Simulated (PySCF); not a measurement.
Potential energy surface of H2Ge, singlet: symmetric bend, bond length relaxed. Scanned: H-Ge-H angle. Other coordinates (Ge-H bond length) were minimised at B3LYP/def2-TZVP.

Methods: PBE/cc-pVTZ (PySCF); CAM-B3LYP/cc-pVTZ (PySCF); CCSD(T) on RHF/cc-pVTZ, 9 core orbitals frozen (PySCF).

Energies relative to the lowest point of each profile, in kJ/mol; the last columns give the difference from CCSD(T):

```tsv
a / °	PBE	CAM-B3LYP	CCSD(T)	PBE − CCSD(T)	CAM-B3LYP − CCSD(T)
160	—	240.1	227.7	—	12.4
150	176.3	183.7	175.3	1.0	8.4
140	125.5	130.3	124.7	0.8	5.6
130	82.2	84.5	80.7	1.4	3.8
120	47.3	47.7	45.2	2.0	2.5
110	21.5	20.8	19.3	2.2	1.5
100	5.5	4.7	3.9	1.6	0.7
90	0.0	0.0	0.0	0.0	0.0
80	5.7	7.7	8.1	-2.5	-0.4
70	23.1	28.6	29.0	-5.8	-0.4
60	52.0	62.2	62.3	-10.3	-0.1
```

PBE is furthest from CCSD(T) at 60 (-10.3 kJ/mol, below); its mean absolute difference over the points is 2.8 kJ/mol.

CAM-B3LYP is furthest from CCSD(T) at 160 (12.4 kJ/mol, above); its mean absolute difference over the points is 3.3 kJ/mol.

Dashes: no converged value, or the column stops at the first point that the program doubted or that broke a chosen test of continuity, which isn't proof of a fault.

The scan ran from 180.0 to 60.0; beyond the range shown the relaxed coordinates jump or full CI changes its symmetry label.
